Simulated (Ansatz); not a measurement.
`N#[C][Ga]([Cl])[Cl]` + `N=C=O` → `O=C=[N][Ga]([Cl])[Cl]` + `C#N` at 600 K and 1 bar (ligand exchange at a Ga–C bond).

Computed with Ansatz on PBE0-D4/def2-TZVP structures; ΔE is electronic, products minus reactants. CCSD(T)/CBS adds triple-zeta CCSD(T) − MP2 to the extrapolated MP2 energy (def2 sets, frozen cores). This one scheme is used for every species. For Ga outer-core shells are correlated without core-valence functions, which leaves a few kJ/mol of doubt a bond. Scalar relativity is left out up to krypton. Each species was taken in one conformer, which may not be the lowest.

```tsv
species	CCSD(T)/CBS energy (Eh)	H − E (kJ/mol)	S (J/(mol·K))
`N#[C][Ga]([Cl])[Cl]`	-2936.34762	75.9	416.3
`N=C=O`	-168.51995	83.3	274.5
`O=C=[N][Ga]([Cl])[Cl]`	-3011.56329	97.1	459.8
`C#N`	-93.32098	64.3	228.4
```

H − E and S are ideal-gas, rigid-rotor, harmonic terms from PBE0-D4/def2-TZVP, for one conformer and one mirror image of each species. 1 Eh = 2625.50 kJ/mol, R = 8.31446 J/(mol·K).

Task: By hand: ΔE, ΔH, ΔS and ΔG.

Result: ΔE = (-3011.56329) + (-93.32098) − (-2936.34762) − (-168.51995) = -0.01670 Eh = -43.8 kJ/mol. Δ(H − E) = 97.1 + 64.3 − 75.9 − 83.3 = 2.2, so ΔH = -41.6 kJ/mol. ΔS = 459.8 + 228.4 − 416.3 − 274.5 = -2.6 J/(mol·K). ΔG = -41.6 − 600 × (-2.6)/1000 = -40.0 kJ/mol.

Task: By hand: the equilibrium constant, and the temperature at which ΔG would vanish if ΔH and ΔS stayed fixed.

Result: log₁₀ K = −ΔG/(RT ln 10) = 3.5. ΔG = 0 at ΔH/ΔS = 16000 K, far beyond where these terms or the molecules hold.

The number of gas molecules stays the same, so ΔS is small and ΔH decides. A doubt of 5 kJ/mol in ΔE shifts log₁₀ K by 0.4 here. Other conformers and mirror images would add mixing entropy, several J/(mol·K) or more a flexible species. Modes under 60 cm⁻¹, often nearly free rotors, make the harmonic entropy too high. These are equilibria of isolated gas molecules and say nothing of rates. Largest T1 diagnostic: 0.018 (customary marks: 0.02 for closed shells, 0.045 for open ones).
